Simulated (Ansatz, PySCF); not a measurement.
Reaction R1 + 3 R2 → 2 P1, each structure at its B3LYP-D3(BJ)/def2-TZVP stationary point, reached from a drawn start (curvature not checked).
R1: N2 (SMILES N#N), charge 0, multiplicity 1.
R2, H2 (SMILES [H][H]) (charge 0, multiplicity 1):
```tsv
atom	x (Å)	y (Å)	z (Å)
H	0.0000	0.0000	0.3720
H	0.0000	0.0000	-0.3720
```
P1: NH3 (SMILES N), charge 0, multiplicity 1.

P less R. No zero-point or thermal terms.

Programs: Ansatz (Gaussian basis) for Hartree–Fock, density functionals and correlated methods; PySCF for the D3/D4 terms. All values are computed, each at the level named.

**Question.** Predict the reaction energy from BLYP-D3(BJ)/def2-TZVPP.

**Answer.** -143 kJ/mol

**Question.** What reaction energy does wB97X-V/def2-TZVPP give?

**Answer.** -176 kJ/mol

**Question.** Give the reaction energy at the level r2SCAN-D3(BJ)/def2-TZVPP.

**Answer.** -187 kJ/mol

Ansatz is a first-principles code.
